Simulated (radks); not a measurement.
Problem. The caesium ion Cs44+, [Ne] 3s1. Calculated with a radial shooting solver on a logarithmic mesh with Libxc functionals: non-relativistic Kohn-Sham, exchange-only PBE, spin-polarised, spherical densities, point nucleus. Every spin shell is full or empty, so the densities are truly spherical. Functionals are evaluated on that one density, not self-consistently. Rank these exchange functionals by their error against the exact value of the orbitals, and give that value: LDA, RPBE, PW86, OPTX, G96, APBE, r2SCAN, TASK.

Solution. Exact: -93.5537 hartree. From best to worst, with 100 (|E| - |E exact|)/|E exact| (equal figures are ties): G96 +0.02, PW86 +0.07, OPTX +0.11, r2SCAN -0.12, RPBE -0.25, APBE +0.26, TASK -2.65, LDA -7.85.
